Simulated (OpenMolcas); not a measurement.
## Te VI: effect of the basis set

| Quantity | Value |
| --- | --- |
| Program | OpenMolcas 26.06 |
| Method | CASSCF |
| Active space | 1 electron in 4 orbitals (5s 5p) |
| State averaging | 2S+1 = 2 even, 1 root; 2S+1 = 2 odd, 3 roots |
| Spin-orbit coupling | state interaction with AMFI integrals over the reference wave functions, term energies averaged over their components |

A. ANO-R1 [6s5p3d1f], X2C, finite nucleus; cost roughly 6 core-seconds
B. ANO-RCC-VDZP [6s5p3d1f], DKH2, point nucleus; cost roughly 8 core-seconds
C. ANO-R2 [7s6p4d2f1g], X2C, finite nucleus; cost about 8 core-seconds
D. ANO-RCC-VTZP [7s6p4d2f1g], DKH2, point nucleus; cost of the order of 8 core-seconds
E. ANO-RCC-VQZP [8s7p5d3f2g], DKH2, point nucleus; cost roughly 11 core-seconds
F. ANO-R3 [8s7p5d4f3g2h], X2C, finite nucleus; cost about 16 core-seconds

Energies in cm-1 above 5s 2S 1/2, the measured ground level; measured values from the list in Rauch et al., Astron. Astrophys. 606, A105 (2017).

| Level | A | B | C | D | E | F | Measured |
| --- | --- | --- | --- | --- | --- | --- | --- |
| 5s 2S 1/2 | 0.0 | 0.0 | 0.0 | 0.0 | 0.0 | 0.0 | 0.0 |
| 5p 2P* 1/2 | 85657 | 91480 | 91462 | 91623 | 91974 | 92695 | 93335 |
| 5p 2P* 3/2 | 96294 | 101424 | 101676 | 102425 | 101717 | 102412 | 105150 |

Deviations, from unrounded energies. A percentage is the sum of absolute deviations over the sum of measured energies, with the sign that they share, or ± where signs differ.

| Against measurement | Levels | A | B | C | D | E | F |
| --- | --- | --- | --- | --- | --- | --- | --- |
| mean absolute deviation (cm-1) | 2 | 8300 | 2800 | 2700 | 2200 | 2400 | 1700 |
| other configurations (%) | 2 | -8.3 | -2.8 | -2.7 | -2.2 | -2.4 | -1.7 |

F lies closest to measurement on these levels and A furthest from it. The largest miss of F in the table is 5p 2P* 3/2, by -2700 cm-1. The ranking rests on the paired levels alone, and a cruder setting can come out closer through cancelling errors.

Among A to F the level of the table that moves most is 5p 2P* 1/2, by 7000 cm-1 (lowest in A, highest in F).

With one active electron the reference holds no correlation, so core polarisation is missing. The basis is small and was not contracted for so high a charge (holds for A; B). Computed and measured levels are paired by configuration, term and J; levels that our copy of the source lacks, or whose pairing is in doubt (as where it misses far off the trend of its configuration), stay unpaired and out of the deviations. Only configurations of the active space appear.

* marks odd parity.
